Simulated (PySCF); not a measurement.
Job file and geometry (Å, from GFN2-xTB) of an NMR shielding run on `C[Si](S[SiH2]C#C)(C)NC`, C$_{5}$H$_{13}$NSSi$_{2}$, GIAO PBE0/pcSseg-1 NMR shielding, non-relativistic, gas phase (PySCF 2.14.0, density-fitted response routines); density fitting, a coarse starting grid and PySCF grid level 2 are the driver's defaults:

```
$ OMP_NUM_THREADS=1 python probes_run.py task.json out

{"job": {"kind": "nmr", "xc": "PBE0", "basis": "pcSseg-1"}, "charge": 0, "multiplicity": 1}
C      3.747748     0.113494     1.281056
C      3.142053     0.739068     0.451518
Si     2.159266     1.710895    -0.777703
S      0.115392     1.870190    -0.135102
Si    -0.739563    -0.130946    -0.387606
C      0.357810    -1.388001     0.518230
C     -0.916577    -0.504425    -2.238866
N     -2.322648    -0.182732     0.287020
C     -2.581241     0.016893     1.697751
H      4.287205    -0.434262     2.000040
H      2.616083     3.091969    -0.814527
H      2.218859     1.020625    -2.065472
H      1.269063    -1.585031    -0.038702
H      0.652624    -1.022357     1.497224
H     -0.165841    -2.328937     0.651782
H      0.057203    -0.594102    -2.708517
H     -1.447442    -1.436368    -2.396863
H     -1.458554     0.282757    -2.753273
H     -3.065267     0.208373    -0.274157
H     -3.564571    -0.381791     1.950472
H     -2.542992     1.072554     1.984007
H     -1.829023    -0.519265     2.270840
```

Question: Write the output of this run.

Answer: 
```
coarse grid: 19424 points
cycle   1  E = -1229.4085318205  dE =  6.921e-01  |g| = 6.430e-01  |ddm| = 4.280e+00
cycle   2  E = -1229.3892062958  dE =  1.933e-02  |g| = 7.115e-01  |ddm| = 1.371e+00
cycle   3  E = -1229.5110579548  dE = -1.219e-01  |g| = 9.797e-02  |ddm| = 7.558e-01
cycle   4  E = -1229.5127786356  dE = -1.721e-03  |g| = 4.477e-02  |ddm| = 1.186e-01
cycle   5  E = -1229.5131585202  dE = -3.799e-04  |g| = 2.007e-02  |ddm| = 4.292e-02
cycle   6  E = -1229.5132594940  dE = -1.010e-04  |g| = 4.650e-03  |ddm| = 1.846e-02
cycle   7  E = -1229.5132641873  dE = -4.693e-06  |g| = 8.432e-04  |ddm| = 4.051e-03
final grid: 172472 points
cycle   8  E = -1229.5660389837  dE = -3.960e-05  |g| = 1.033e-02  |ddm| = 3.715e-02
cycle   9  E = -1229.5660245520  dE =  1.443e-05  |g| = 1.271e-02  |ddm| = 2.388e-02
cycle  10  E = -1229.5660658798  dE = -4.133e-05  |g| = 1.035e-03  |ddm| = 1.425e-02
cycle  11  E = -1229.5660660969  dE = -2.172e-07  |g| = 3.593e-04  |ddm| = 1.206e-03
cycle  12  E = -1229.5660661187  dE = -2.175e-08  |g| = 1.817e-04  |ddm| = 3.552e-04
cycle  13  E = -1229.5660661269  dE = -8.168e-09  |g| = 4.659e-05  |ddm| = 1.583e-04
cycle  14  E = -1229.5660661273  dE = -4.875e-10  |g| = 1.368e-05  |ddm| = 5.686e-05
converged SCF energy = -1229.5660661273

GIAO shielding tensors (ppm)
atom      isotropic    diamagn.    paramagn.     s11        s22        s33       span
  0 C       81.582     261.077    -179.495     -1.210      6.248    239.708    240.918
  1 C       97.120     261.343    -164.223     -4.555      8.210    287.705    292.261
  2 Si     409.610     880.391    -470.781    373.036    406.622    449.171     76.135
  3 S      726.250    1063.660    -337.410    667.330    732.316    779.105    111.775
  4 Si     335.544     882.746    -547.202    318.924    335.717    351.991     33.066
  5 C      181.986     259.620     -77.635    170.785    182.138    193.034     22.250
  6 C      185.032     256.601     -71.569    175.417    183.610    196.069     20.652
  7 N      227.657     324.690     -97.034    211.517    217.922    253.532     42.015
  8 C      155.902     244.309     -88.407    133.628    148.047    186.031     52.403
  9 H       29.646      33.287      -3.641     24.334     25.206     39.398     15.065
 10 H       26.752      27.334      -0.583     22.190     24.799     33.266     11.076
 11 H       26.724      29.943      -3.219     22.715     25.836     31.620      8.905
 12 H       31.157      35.841      -4.684     27.196     29.607     36.666      9.470
 13 H       30.777      36.177      -5.400     27.782     28.899     35.649      7.867
 14 H       31.438      33.333      -1.895     26.676     28.511     39.127     12.450
 15 H       31.359      33.287      -1.928     26.487     30.247     37.343     10.856
 16 H       31.535      31.558      -0.023     26.968     28.552     39.085     12.117
 17 H       31.565      31.764      -0.199     27.645     29.008     38.042     10.397
 18 H       31.336      33.570      -2.235     22.247     30.739     41.021     18.774
 19 H       28.922      27.398       1.524     23.530     26.383     36.853     13.323
 20 H       28.730      29.752      -1.022     23.100     27.522     35.568     12.468
 21 H       29.127      31.129      -2.003     24.293     28.958     34.129      9.836
```

Question: Turn these shieldings into chemical shifts. Referencing at the same level of theory: ¹³C (σ = 186.93 ppm), ²⁹Si (σ = 349.16 ppm), ¹H (σ = 31.72 ppm) against TMS; ³³S (σ = 503.73 ppm) against CS2; NH3 for ¹⁵N (σ = 267.73 ppm).

Answer: Averaging equivalent atoms: C 0: 105.3; C 1: 89.8; C 8: 31.0; C 5/6: 3.4; Si 4: 13.6; Si 2: -60.5; S 3: -223; N 7: 40.1; H 10/11: 4.98; H 19/20/21: 2.79; H 9: 2.07; H 12/13/14/15/16/17: 0.41; H 18: 0.38 ppm. Experimental scales use liquid or dissolved standards, which lie at an offset from isolated NH3 (liquid NH3: subtract about 20 ppm).

Size and cost of the density-fitted run: 239 basis functions, 110 s wall time on 1 thread of an Arm Neoverse N1, shared host; peak memory 1 GiB.
